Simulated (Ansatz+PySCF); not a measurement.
**Stretching doublet BeH**

The Be–H distance is varied.

Basis set: 6-31G (spherical functions). All electrons are correlated. Correlation on ROHF uses semicanonical orbitals with singles. Charge 0, multiplicity 2.

Computed with Ansatz (development build ahead of 0.2.0), each point on the determinant that the search for low states chose. Each curve is measured from its own lowest point listed.

```csv
r(Be–H) (Å),ROHF (eV),ROHF-CCSD (eV),ROHF-CCSD(T) (eV)
1.223,0.113,0.181,0.184
1.426,0.000,0.000,0.000
1.494,0.089,0.059,0.058
1.630,0.370,0.270,0.265
1.766,0.735,0.543,0.533
1.902,1.137,0.827,0.810
2.038,1.553,1.089,1.062
2.242,2.166,1.319,1.323
2.377,2.168,1.431,1.437
2.445,2.163,1.468,1.475
2.581,2.149,1.515,1.522
2.717,2.134,1.535,1.543
2.785,2.126,1.540,1.548
2.921,2.114,1.542,1.551
3.057,2.103,1.540,1.549
3.193,2.095,1.537,1.546
3.260,2.092,1.535,1.544
3.396,2.086,1.531,1.541
```

(1) Give the ROHF-MP2 curve at the same distances.

Answers

(1) r (Å), E (eV) and a bar:
```
    1.223      0.141 ##
    1.426      0.000
    1.494      0.078 #
    1.630      0.335 #####
    1.766      0.670 ##########
    1.902      1.037 ################
    2.038      1.410 ######################
    2.242      1.855 #############################
    2.377      1.908 ##############################
    2.445      1.918 ##############################
    2.581      1.923 ##############################
    2.717      1.918 ##############################
    2.785      1.915 ##############################
    2.921      1.908 ##############################
    3.057      1.901 ##############################
    3.193      1.895 ##############################
    3.260      1.892 ##############################
    3.396      1.888 #############################
```

Caution at some points: the determinant may break the point group. Caution for ROHF-MP2 at some points, ROHF-CCSD at some points, ROHF-CCSD(T) at some points: bonds are stretched, where a single reference can fail.
